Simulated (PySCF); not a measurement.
## How methods differ on the excitation energy of F(2+)

F(2+) [He] 2s2 2p3 (4S) → F(2+) [He] 2s2 2p2 3s1, s spin flipped, as a difference of total energies. All numbers are calculated (PySCF 2.14, no relativity, point nucleus, in aug-cc-pwCVDZ). Correlated levels: valence and next inner shell: nothing frozen. The calculations carry no spin-orbit coupling.

```json
{"method": "UHF", "excitation energy (cm⁻¹)": "321820"}
{"method": "MP2 (valence and next inner shell)", "excitation energy (cm⁻¹)": "322520"}
{"method": "SCS-MP2 (valence and next inner shell)", "excitation energy (cm⁻¹)": "321020"}
```

The upper determinant mixes two multiplicities, so it lies between the two terms.

The promoted electron is Rydberg-like, and one or two diffuse shells describe it only roughly, which tends to raise the upper state.

The coupled-cluster amplitudes are large for the upper state (T1 above 0.03 or a double amplitude above 0.15), so a single reference is strained.
